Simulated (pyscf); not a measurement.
`[OH][Au]`, singlet

Gas-phase minimum from PySCF at ωB97X-D3(BJ)/def2-SVP, one conformer. 

```xyz
3

O      0.5101     1.1028     0.3689
Au     1.5930     0.6061    -1.1856
H     -0.0163     0.3192     0.5833
```
Charge 0, spin multiplicity 1.

Bonds (Å): O1–Au2 1.959, O1–H3 0.968. Bond angles (°): Au2–O1–H3 105.7.

Properties at ωB97X-D3(BJ)/def2-SVP:

```json
{
 "harmonic_wavenumbers_unscaled": "581, 953, 3847 cm⁻¹",
 "zero_point_energy": "7.7 kcal/mol",
 "rotational_symmetry_number": "1",
 "Entropy of this conformer at 298 K and 1 atm, rigid rotor and harmonic oscillator, modes under 100 cm⁻¹ raised to 100": "260.1 J/(mol K)",
 "dipole_moment": "3.09 D"
}
```

Single-point totals, which compare only within one level (frozen core for MP2 and CC):

| level | total energy (hartree) |
|---|---|
| ωB97X-D3(BJ)/def2-TZVP | -211.59997 |
| PBE/def2-TZVP | -211.52149 |
| r²SCAN/def2-TZVP | -211.57480 |
| B3LYP-D3(BJ)/def2-TZVP | -211.60798 |
| PBE0-D3(BJ)/def2-TZVP | -211.46670 |
| M06-2X/def2-TZVP | -211.40764 |
| ωB97M-D3(BJ)/def2-TZVP | -211.55061 |
| HF/def2-TZVPP | -210.22538 |
| MP2/def2-TZVPP | -211.08583 |
| CCSD/def2-TZVPP | -211.04717 |
| CCSD(T)/def2-TZVPP | -211.07844 |

The CCSD(T) − MP2 part came from Ansatz, without density fitting, on the same reference. The frozen core leaves the outer d or s,p core shells of the metals and heavy elements correlated in the MP2 and CC values, and def2-TZVPP describes them poorly, so these totals are far from the basis limit. Elements past Kr carry the def2 core potentials, without spin-orbit coupling.
